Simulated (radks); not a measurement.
Ionisation ladder of hafnium, from Hf to Hf2+. Each ion is in the ground configuration listed by NIST, and IE = E(next ion) - E(this ion). All-electron calculation, scalar-relativistic Kohn-Sham, LDA (Slater exchange, Perdew-Wang correlation), spin-polarised, spherical densities, finite nucleus; open shells are filled with parallel spins first (spin-orbit coupling, left out, can overturn this in heavy ions); Fermi nuclear charge, rms radius 5.347 fm. Program: a radial shooting solver on a logarithmic mesh with Libxc functionals.

species      configuration  E (hartree)  IE, Delta-SCF (eV)  -e(HOMO) (eV)   HOMO  IE, NIST (eV)    kind  error (eV)
Hf       [Xe] 4f14 5d2 6s2  -15067.1697               7.058          3.234  5d up          6.825    exp.      +0.233
Hf+      [Xe] 4f14 5d1 6s2  -15066.9104              15.441         11.212  5d up          14.61  theory      +0.831
Hf2+         [Xe] 4f14 5d2  -15066.3429              22.561         17.557  5d up          22.55  theory      +0.011

Reference values: NIST Atomic Spectra Database (exp. = measured, semi-emp. = semi-empirical, theory = theoretical value adopted there). The ionisation energy per charge of the ion left behind rises most, in proportion, at Hf+ ([Xe] 4f14 5d1 6s2), from 7.058 to 7.720 eV. Open shells are spherical and high-spin; term and fine-structure splittings are not resolved. Spin-orbit splitting is averaged out at the scalar-relativistic level.
